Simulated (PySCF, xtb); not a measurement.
2-methylidenecyclopent-3-en-1-one (C6H6O), SMILES C=C1C=CCC1=O.

Geometry optimised at PBE-D3(BJ)/def2-SVP. One conformer was computed; it need not be the lowest.

Computed with C-PCM-B3LYP/def2-SVP (PySCF).

The values are the electrostatic part of the solvation free energy, E(continuum) − E(gas) at the gas-phase geometry, in a cavity of scaled van der Waals radii (PySCF's table); cavitation and dispersion terms are not included. In vacuum the orbital gap is 4.68 eV. The dipole moment in vacuum is 2.75 D.

```json
[
 {"solvent": "water", "ε": "78.36", "ΔG(elec) (kcal/mol)": "-4.8", "dipole (D)": "3.58", "gap (eV)": "4.57"},
 {"solvent": "ethanol", "ε": "24.85", "ΔG(elec) (kcal/mol)": "-4.7", "dipole (D)": "3.55", "gap (eV)": "4.58"},
 {"solvent": "chlorobenzene", "ε": "5.70", "ΔG(elec) (kcal/mol)": "-3.9", "dipole (D)": "3.40", "gap (eV)": "4.60"}
]
```

For comparison, GFN2-xTB/ALPB(water) (xtb, at the GFN2-xTB geometry, all terms of that model) gives -3.1 kcal/mol.
